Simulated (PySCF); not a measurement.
C2H6GeO2, SMILES C=C[O][GeH2][OH]. Atoms are numbered in the order given.

```xyz
11

C     -2.8526     0.5095    -1.0689
C     -1.7375    -0.0689    -0.6081
O     -0.8098     0.6015     0.1223
Ge     0.7578    -0.1547     0.5672
O      1.7624    -0.3279    -0.8827
H     -3.0568     1.5665    -0.8794
H     -3.5722    -0.0802    -1.6388
H     -1.5282    -1.1340    -0.8001
H      0.5237    -1.5921     1.0312
H      1.3348     0.8373     1.5774
H      1.9691     0.5215    -1.2959
```
Charge 0, spin multiplicity 1.

Geometry: r2SCAN-D4/def2-SVP. The structure was generated by enumeration, and PubChem lists no compound with its InChIKey, so it may never have been made. Other conformers were not sampled.

Two levels are set side by side: PBE/pcSseg-1 (PySCF) and PBE0/pcSseg-1 (PySCF). GIAO shifts against GeH4 (⁷³Ge), H2O (¹⁷O), TMS (¹H), TMS (¹³C) at the same level; non-relativistic, no solvent, atoms listed together averaged. Differences are taken from unrounded values.

| quantity | PBE |
|---|---|
| δ(¹³C) of C1 (ppm) | 97.2 |
| δ(¹³C) of C2 (ppm) | 158.4 |
| δ(¹⁷O) of O3 (ppm) | 189.4 |
| δ(⁷³Ge) of Ge4 (ppm) | 360.5 |
| δ(¹⁷O) of O5 (ppm) | 67.6 |
| δ(¹H) of H8 (ppm) | 7.14 |
| δ(¹H) of H11 (ppm) | 1.61 |

Task: These are the PBE values. What does PBE0 give? (The exact figures need the calculation; the answer reports its results.)

Result: 
```json
[
 {"quantity": "δ(¹³C) of C1 (ppm)", "PBE0": "100.5", "PBE minus PBE0": "-3.3"},
 {"quantity": "δ(¹³C) of C2 (ppm)", "PBE0": "160.2", "PBE minus PBE0": "-1.8"},
 {"quantity": "δ(¹⁷O) of O3 (ppm)", "PBE0": "162.3", "PBE minus PBE0": "27.1"},
 {"quantity": "δ(⁷³Ge) of Ge4 (ppm)", "PBE0": "335.0", "PBE minus PBE0": "25.5"},
 {"quantity": "δ(¹⁷O) of O5 (ppm)", "PBE0": "50.6", "PBE minus PBE0": "17.0"},
 {"quantity": "δ(¹H) of H8 (ppm)", "PBE0": "7.06", "PBE minus PBE0": "0.07"},
 {"quantity": "δ(¹H) of H11 (ppm)", "PBE0": "1.58", "PBE minus PBE0": "0.03"}
]
```

Rough cost on one machine, each run with all the roots and properties that it gave: PBE0 against PBE within a factor of 2.
